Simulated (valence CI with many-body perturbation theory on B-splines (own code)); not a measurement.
# Se20+: magnetic and hyperfine properties of the levels

Calculated by relativistic CI+MBPT: four valence electrons over a frozen Dirac-Fock core [Ne], radial functions for each j: 11 s, 11 p, 9 d, 7 f, 5 g, 2 h, 1 i, with the one-electron correlation potential Σ1, the two-electron term Σ2, the three-electron term Σ3, Breit, model QED; selected CI, second order for the rest (own B-spline code, finite nucleus).

No measured spectrum was set against this ion. As an estimate, levels of excited configurations hold to 0.05 to 0.15 % of their energy, terms of the ground configuration to about 0.5 %.

A/g_I is the dipole constant over the nuclear g factor μ/I (μ in nuclear magnetons, uniformly magnetised nucleus), B/Q the quadrupole constant per barn. Both hold the static response of the core; the bare values leave it out. Large factors of s and p1/2 electrons are usually good to 5 to 10 %; those of open d and f shells near neutrality can be off by tens of per cent, and small factors of p3/2, d and f electrons come from cancelling terms and can be off by a factor of two or in sign, in half-filled shells by more. B is blank for J = 1/2, where it vanishes, and for nearly pure S terms. Energies count from the lowest level. Levels with J = 0 are left out.

Names give the largest LS component (configuration and term), which can be under half, so a name can repeat, a term be missing and a line seem to break the LS rules; names also repeat where a configuration has a term twice. Letters in brackets count levels of one name in rising energy.

| Level | E (cm⁻¹) | g | A/g_I (MHz) | A/g_I bare | B/Q (MHz/b) | B/Q bare |
| --- | --- | --- | --- | --- | --- | --- |
| 3s²3p² ³P_1 | 48960 | 1.499 | -947 | -385 | 12000 | 11600 |
| 3s²3p² ³P_2 | 71760 | 1.324 | 24800 | 24200 | 287 | 287 |
| 3s²3p² ¹D_2 | 142560 | 1.173 | 16300 | 15900 | 23500 | 22800 |
| 3s3p³ ⁵S°_2 | 405430 | 1.955 | 60200 | 58700 |  |  |
| 3s3p³ ³D°_1 | 506380 | 0.657 | -30500 | -29100 | 16700 | 16200 |
| 3s3p³ ³D°_2 | 510780 | 1.248 | 40300 | 38900 | 26800 | 26000 |
| 3s3p³ ³D°_3 | 530100 | 1.331 | 54600 | 52700 | -2710 | -2590 |
| 3s3p³ ³P°_1 | 593610 | 1.375 | 67100 | 64700 | -17900 | -17300 |
| 3s3p³ ³P°_2 | 594640 | 1.282 | 28400 | 27700 | -24100 | -23300 |
| 3s²3p3d ¹D°_2 | 648070 | 1.150 | 40600 | 39200 | -12200 | -11700 |
| 3s3p³ ³S°_1 | 697880 | 1.629 | -13600 | -11800 | 558 | 551 |
| 3s²3p3d ³F°_2 | 703220 | 0.704 | 18200 | 17700 | 15100 | 14900 |
| 3s²3p3d ³F°_3 | 727010 | 1.088 | 12800 | 12700 | 16000 | 15800 |
| 3s3p³ ¹P°_1 | 771620 | 1.319 | -10200 | -8930 | 654 | 647 |
| 3s²3p3d ³F°_4 | 772240 | 1.249 | 6510 | 6710 | 28800 | 28300 |
| 3s²3p3d ³P°_2 [a] | 785630 | 1.297 | 4680 | 5040 | 6220 | 6270 |
| 3s²3p3d ³D°_1 | 797820 | 0.838 | -15400 | -14200 | 3470 | 3500 |
| 3s²3p3d ³D°_2 | 835430 | 1.062 | 4760 | 5000 | -4700 | -4420 |
| 3s²3p3d ³D°_3 | 847250 | 1.304 | 12300 | 12400 | -9520 | -9030 |
| 3s²3p3d ³P°_1 | 849550 | 1.190 | 6790 | 7150 | -12400 | -12200 |
| 3s²3p3d ³P°_2 [b] | 858780 | 1.290 | 16700 | 16600 | -17000 | -16500 |
| 3s²3p3d ¹F°_3 | 917400 | 1.020 | 9130 | 9100 | 25300 | 24900 |
| 3s²3p3d ¹P°_1 | 943820 | 0.981 | -1590 | -1120 | 3710 | 3740 |
| 3p⁴ ³P_2 | 1011700 | 1.393 | 19900 | 19900 | 1900 | 1910 |
| 3s3p²3d ⁵F_1 | 1042700 | 0.141 | -39500 | -37900 | 42.9 | 190 |
| 3s3p²3d ⁵F_2 | 1052600 | 1.062 | 12000 | 12000 | 5870 | 5850 |
| 3p⁴ ³P_1 | 1066100 | 1.423 | 12400 | 12700 | -7210 | -7020 |
| 3s3p²3d ⁵F_3 | 1067700 | 1.296 | 23700 | 23300 | 10500 | 10500 |
| 3p⁴ ¹D_2 | 1084200 | 1.108 | 28900 | 28100 | -30000 | -29000 |
| 3s3p²3d ⁵F_4 | 1091600 | 1.363 | 26500 | 26000 | 8830 | 8940 |
| 3s3p²3d ⁵D_1 | 1103500 | 1.455 | 28900 | 28600 | -12400 | -12100 |
| 3s3p²3d ⁵D_2 | 1104400 | 1.369 | 27600 | 27200 | -14900 | -14500 |
| 3s3p²3d ⁵D_3 | 1106700 | 1.387 | 35900 | 35100 | -12800 | -12300 |
| 3s3p²3d ⁵F_5 | 1117400 | 1.388 | 32100 | 31400 | -16700 | -15700 |

(1) Take the isotope of mass number 77, with I = 1/2, μ = 0.53356 μN. What is the hyperfine structure of 3s²3p² ¹D_2?

Answers

(1) From the table A = 17400 MHz. Shifts from the centre of gravity in MHz: F = 3/2: -26100, F = 5/2: 17400.
